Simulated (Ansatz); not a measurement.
Start from `O[SiH2]C[AsH2]` and change one atom or group to get `OC[SiH2]O`.

Ansatz, PBE0-D4/def2-TZVP geometries, multiplicity 1. Each molecule was computed in one conformer, which needn't be the lowest.

Scalar relativity is left out up to krypton.

| property | `O[SiH2]C[AsH2]` |
| --- | --- |
| HOMO–LUMO gap (PBE0/def2-TZVPP) / eV | 7.35 |
| LUMO energy (PBE0/def2-TZVPP) / eV | 0.13 |
| LUMO energy (ωB97M-V/def2-TZVPP) / eV | 1.74 |
| HOMO–LUMO gap (ωB97M-V/def2-TZVPP) / eV | 11.09 |
| LUMO energy (B3LYP/def2-TZVPP) / eV | -0.13 |
| HOMO energy (PBE0/def2-TZVPP) / eV | -7.21 |

(1) Give the same properties after the change, and the shifts. (Best estimate.)

## Answers

(1) Ansatz gave: 
| property | `OC[SiH2]O` | shift |
| --- | --- | --- |
| HOMO–LUMO gap (PBE0/def2-TZVPP) / eV | 7.45 | 0.10 |
| LUMO energy (PBE0/def2-TZVPP) / eV | -0.01 | -0.14 |
| LUMO energy (ωB97M-V/def2-TZVPP) / eV | 1.58 | -0.16 |
| HOMO–LUMO gap (ωB97M-V/def2-TZVPP) / eV | 11.39 | 0.30 |
| LUMO energy (B3LYP/def2-TZVPP) / eV | -0.32 | -0.19 |
| HOMO energy (PBE0/def2-TZVPP) / eV | -7.46 | -0.25 |

With PBE0 the HOMO falls by 0.25 eV and the LUMO falls by 0.14 eV, so the gap widens by about 0.11 eV. PBE moves the HOMO by 0.18 eV and ωB97M-V by -0.48 eV.

B3LYP here is the variant with VWN-RPA as its local correlation; programs differ in this.
